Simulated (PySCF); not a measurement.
CH₄BGeO (calculated)

Calculation on a computer-drawn molecule: optimised geometry and harmonic frequencies of an isolated molecule of the commonest isotopes, restricted reference for singlets and unrestricted otherwise, frozen core in MP2; on germanium a core potential holds 10 electrons, which the energies leave out, and 3d is frozen in MP2 and coupled-cluster steps. Program: PySCF 2.14.0.

```json
{"formula": "CH4BGeO", "start_structure": {"atoms_angstrom": [["B", 1.164, -1.7151, -1.0786], ["C", -0.0537, -2.0452, -0.5603], ["Ge", -0.1095, -2.3076, 1.4453], ["O", 1.5393, -2.4821, 2.1212], ["H", 2.2357, -1.4141, -1.4082], ["H", -1.0385, -2.2423, -0.9329], ["H", -0.5323, -3.8273, 1.6945], ["H", 2.1096, -1.7805, 2.0414]]}, "given": {"charge": 0, "multiplicity": 2, "method": "HF", "basis": "cc-pVDZ", "basis_and_core_potential_on_germanium": "cc-pVDZ-PP ECP10MDF", "drawn_bonds_atom": [1, 2, 3, 1, 2, 3, 4], "drawn_bonds_other_atom": [2, 3, 4, 5, 6, 7, 8], "drawn_bonds_order": [1, 2, 1, 1, 1, 1, 1]}, "results": {"optimised_atom_element": ["B", "C", "Ge", "O", "H", "H", "H", "H"], "optimised_atom_x [angstrom]": [1.121, -0.0936, -0.04946, 1.693, 2.167, -1.033, -0.4506, 1.96], "optimised_atom_y [angstrom]": [-1.724, -2.089, -2.343, -2.075, -1.417, -2.205, -3.769, -2.191], "optimised_atom_z [angstrom]": [-1.088, -0.5392, 1.367, 1.72, -1.525, -1.063, 1.83, 2.62], "modes_frequency [cm^-1]": [94.18, 131.7, 199.0, 293.8, 537.0, 611.0, 700.3, 710.4, 721.4, 753.3, 844.2, 922.0, 1025, 1525, 2080, 2951, 3369, 4167], "modes_reduced_mass [dalton]": [1.847, 3.757, 1.405, 3.708, 1.138, 4.124, 2.288, 1.993, 1.159, 1.243, 1.28, 1.158, 1.295, 5.717, 1.021, 1.13, 1.093, 1.067], "rotational_constants [GHz]": [8.274, 4.419, 2.931], "total_energy [hartree]": -433.0600, "spin_squared": 0.771, "convergence_status_largest_gradient_component [hartree/bohr]": 3.534e-05}}
```
